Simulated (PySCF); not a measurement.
**Structure from NMR data**

An unknown has the formula C$_{3}$H$_{10}$F$_{2}$OSi$_{2}$. Its calculated NMR data are:

¹H NMR (600 MHz, computed): δ 6.25 (m, 1H), 4.16 (d, 2H), 3.97 (d, 6H), 0.93 (m, 1H).

¹³C{¹H} NMR (computed): δ 128.3 (CH), 75.1 (CH2), 9.1 (CH).

PySCF 2.14.0 with density-fitted response routines calculation with geometry from GFN2-xTB and shieldings: GIAO PBE0/pcSseg-1; isolated molecule, a single conformation, non-relativistic Hamiltonian, fast rotation and ring inversion assumed for equivalent nuclei.

Referencing at the same level of theory: ¹H (σref 31.72) and ¹³C (σref 186.93) vs TMS.

Which candidate is it?
A. CO[C@H]([SiH3])C(F)(F)[SiH3]
B. FC(F)OCC([SiH3])[SiH3]
C. CC([SiH3])([SiH3])OC(F)F
D. CC(C)O[SiH2][SiH](F)F

Results:

B. 

The formula gives 0 degrees of unsaturation. 3 carbon signals for 3 carbons: no two carbons are equivalent. Carbon types of the structure: 2 × CH, 1 × CH2, leaving 6 H on heteroatoms. δC 128.3: sp3 CH bonded to 2 F and O; 3 electronegative neighbours deshield it. δC 75.1: sp3 CH2 bonded to O; deshielded by the electronegative neighbour. δC 9.1: sp3 CH bonded to 2 Si; an electropositive neighbour leaves it electron-rich and shielded. δH 6.25: hydrogen on an sp3 CH bonded to 2 F and O; its carbon carries F and O, which withdraws density. δH 4.16: hydrogen on an sp3 CH2 bonded to O; its carbon carries O, hence the downfield position.

The others: CO[C@H]([SiH3])C(F)(F)[SiH3] has carbons computed at 143.4, 81.5, 62.4, with a different DEPT pattern; CC(C)O[SiH2][SiH](F)F would give 2 carbon signals, not 3; CC([SiH3])([SiH3])OC(F)F would give 3 signals for carbon-bound and other non-exchanging H, not 4.

Splittings by ¹⁹F in the carbon and heteronuclear signals aren't shown, as no couplings were computed. Shifts are as computed. Against solution values, carbons near 30 ppm lie about +3 ppm off and those near 130 ppm about +5 ppm. Of 1211 compounds with measured shifts, 218 miss one by over three times the rms of a fit or turn the order of signals round; such compounds aren't used in these exercises. Multiplicities follow the n + 1 count of equivalent neighbours, as no J values were calculated; m marks all less simple cases, F and P coupling included.
